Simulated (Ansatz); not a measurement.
A run for Ansatz (a first-principles code): R-CCSD(T)/def2-TZVPP on GeH2S (SMILES [SH][GeH]), a point of a torsion scan. The run froze 19 orbitals, filled d shells among them.

Ansatz 0.2 input:
```yaml
crystal:
  periodic: [false, false, false]
  atoms:
    - {symbol: S, position_ang: [-1.13735280, 0.59315073, 0.41809254]}
    - {symbol: Ge, position_ang: [1.01777988, 0.48863977, -0.28999564]}
    - {symbol: H, position_ang: [-1.46339281, -0.44318448, -0.34667832]}
    - {symbol: H, position_ang: [0.81019609, 1.50872943, -1.58049302]}
basis:
  gaussian:
    orbitals: def2-TZVPP
magnetization: {spin_polarized: false}
correlation: {method: ccsd_t, electrons: outside_noble_gas}
scf: {lower_state_search: off}
```

The log:

```
WARN ansatz: RAYON_NUM_THREADS=1 ignored (pool sized by the plan → 1); use --threads N
Functional definition: HF
these checks for a lower state are left out or cut short: stability, starts, cluster_reference, orbital_swaps, neighbouring_geometries, increment
integrals: 0.17 GiB planned
714 factors; integrals over basis functions are off by at most 6.4e-4 eV
mean field: 0.28 GiB planned
mean field evaluation 1: about -67321.3598 eV, gradient 1.5e1 eV
mean field evaluation 2: about -67321.4427 eV, gradient 1.5e1 eV
mean field evaluation 4: about -67322.4233 eV, gradient 2.2e0 eV
mean field evaluation 8: about -67322.4542 eV, gradient 2.8e-1 eV
mean field evaluation 16: about -67322.4549 eV, gradient 2.6e-6 eV
mean field -67322.45490211 eV, -2474.0545848536 hartree, gradient 2.6e-6 eV, S^2 0.000000; 0 other end points of the search recorded, 0 dependent functions left out
19 core orbitals not correlated
reference -67322.45490211 eV, -2474.0545848536 hartree; 6, 6 occupied and 93, 93 virtual orbitals, 714 factors
second order -7.45431543 eV of doubles, -0.00000000 eV of singles
coupled cluster: 0.41 GiB planned
cycle   1  -8.11059239 eV  change   -6.6e-1 eV  update   7.4e-2
cycle   2  -8.40333598 eV  change   -2.9e-1 eV  update   2.8e-2
cycle   3  -8.43769983 eV  change   -3.4e-2 eV  update   1.1e-2
cycle   4  -8.43425094 eV  change    3.4e-3 eV  update   4.2e-3
cycle   5  -8.43375588 eV  change    5.0e-4 eV  update   1.6e-3
cycle   6  -8.43370335 eV  change    5.3e-5 eV  update   7.3e-4
cycle   7  -8.43375768 eV  change   -5.4e-5 eV  update   3.5e-4
cycle   8  -8.43385143 eV  change   -9.4e-5 eV  update   2.0e-4
cycle   9  -8.43380915 eV  change    4.2e-5 eV  update   1.1e-4
cycle  10  -8.43380112 eV  change    8.0e-6 eV  update   5.3e-5
cycle  11  -8.43381742 eV  change   -1.6e-5 eV  update   2.6e-5
cycle  12  -8.43381598 eV  change    1.4e-6 eV  update   1.3e-5
perturbative correction -0.36119994 eV, -0.0132738531 hartree
Total energy: -67331.24991803 eV, -2474.3777957274 hartree
Checks for a lower state left out: stability, starts, cluster_reference, orbital_swaps, neighbouring_geometries, increment
```

Self-consistency was reached.

Cost: around 5 core-seconds (rough).
